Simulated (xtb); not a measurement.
xtb was given this input:
```
$ xtb mol.xyz --gfn 1 --etemp 1000 --json

# file mol.xyz
3

Ge     0.01682949     0.00687689     1.03311619
Br     1.00009172    -1.51961211    -0.47860423
Br    -1.01547868     1.51332467    -0.46595914
```

What is the computed HOMO-LUMO gap (GFN1-xTB (xtb))?

2.25 eV

What total energy (a free energy at this electronic temperature) does GFN1-xTB give?

-9.5024 Eh

Give the partial charges in atom order at the level GFN1-xTB.

Ge1 0.30, Br2 -0.15, Br3 -0.15

What dipole moment does GFN1-xTB give?

2.60 D
